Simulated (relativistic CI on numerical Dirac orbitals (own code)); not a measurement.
# Charge states of rhenium

Computed by Dirac-Coulomb-Breit CI, KLI orbitals optimised for each configuration, QED by a radiative potential, valence Slater integrals scaled by 0.9 (own radial code, finite nucleus).

Each species is treated in one configuration, given outside its closed core. Radial values are for the open shell of highest l, unscaled and averaged over j; ζ includes the Breit term. Labels give the leading LS character, summed over repeated terms.

| Ion | Configuration | Its lowest level | LS weight (%) | ⟨r⟩ (bohr) | ⟨r²⟩ (bohr²) | ζ (cm⁻¹) | g_J | g√(J(J+1)) |
| --- | --- | --- | --- | --- | --- | --- | --- | --- |
| Re | 4f14 5d5 6s2 | 6S_5/2 | 94 | 1.947 | 4.634 | 2355 | 1.974 | 5.84 |
| Re⁺ | 4f14 5d5 6s | 7S_3 | 96 | 1.858 | 4.116 | 2428 | 1.987 | 6.88 |
| Re²⁺ | 4f14 5d5 | 6S_5/2 | 94 | 1.777 | 3.696 | 2543 | 1.977 | 5.85 |
| Re³⁺ | 4f14 5d4 | 5D_0 | 79 | 1.678 | 3.251 | 2920 |  | 0.00 |
| Re⁴⁺ | 4f14 5d3 | 4F_3/2 | 89 | 1.599 | 2.927 | 3313 | 0.448 | 0.87 |
| Re⁵⁺ | 4f14 5d2 | 3F_2 | 91 | 1.534 | 2.676 | 3716 | 0.699 | 1.71 |
| Re⁶⁺ | 4f14 5d | 2D_3/2 | 100 | 1.478 | 2.473 | 4125 | 0.799 | 1.55 |
| Re⁷⁺ | 4f14 | 1S_0 | 100 |  |  |  |  | 0.00 |
| Re⁸⁺ | 4d10 4f14 5s2 5p5 | 2P°_3/2 | 100 | 1.123 | 1.414 | 67340 | 1.333 | 2.58 |
| Re⁹⁺ | 4d10 4f14 5s2 5p4 | 3P_2 | 75 | 1.106 | 1.368 | 70100 | 1.372 | 3.36 |
| Re¹⁰⁺ | 4d10 4f14 5s2 5p3 | J = 3/2 (mixed) | 41 | 1.089 | 1.326 | 72900 | 1.453 | 2.81 |
| Re¹¹⁺ | 4d10 4f14 5s2 5p2 | 3P_0 | 76 | 1.073 | 1.286 | 75720 |  | 0.00 |
| Re¹²⁺ | 4d10 4f13 5s2 5p2 | J = 7/2 (mixed) | 32 | 0.5415 | 0.3519 | 5574 | 1.148 | 4.55 |
| Re¹³⁺ | 4d10 4f14 5s2 | 1S_0 | 100 |  |  |  |  | 0.00 |
| Re¹⁴⁺ | 4d10 4f13 5s2 | 2F°_7/2 | 100 | 0.5341 | 0.3405 | 5613 | 1.141 | 4.53 |
| Re¹⁵⁺ | 4d10 4f12 5s2 | 3H_6 | 99 | 0.5225 | 0.3241 | 5861 | 1.162 | 7.53 |
| Re¹⁶⁺ | 4d10 4f11 5s2 | 4I°_15/2 | 94 | 0.5116 | 0.3094 | 6116 | 1.190 | 9.50 |
| Re¹⁷⁺ | 4d10 4f12 | 3H_6 | 99 | 0.5139 | 0.3116 | 5997 | 1.162 | 7.53 |
| Re¹⁸⁺ | 4d10 4f11 | 4I°_15/2 | 94 | 0.5037 | 0.2981 | 6256 | 1.190 | 9.50 |
| Re¹⁹⁺ | 4d10 4f10 | 5I_8 | 84 | 0.4942 | 0.2859 | 6522 | 1.227 | 10.41 |
| Re²⁰⁺ | 4d10 4f9 | 6H°_15/2 | 80 | 0.4851 | 0.2746 | 6793 | 1.301 | 10.39 |
| Re²¹⁺ | 4d10 4f8 | 7F_6 | 82 | 0.4766 | 0.2642 | 7071 | 1.463 | 9.48 |
| Re²²⁺ | 4d10 4f7 | 8S°_7/2 | 85 | 0.4685 | 0.2546 | 7355 | 1.950 | 7.74 |
| Re²³⁺ | 4d10 4f6 | J = 0 (mixed) | 49 | 0.4607 | 0.2456 | 7646 |  | 0.00 |

At low charge ζ of a weakly bound d or f electron comes out too small.
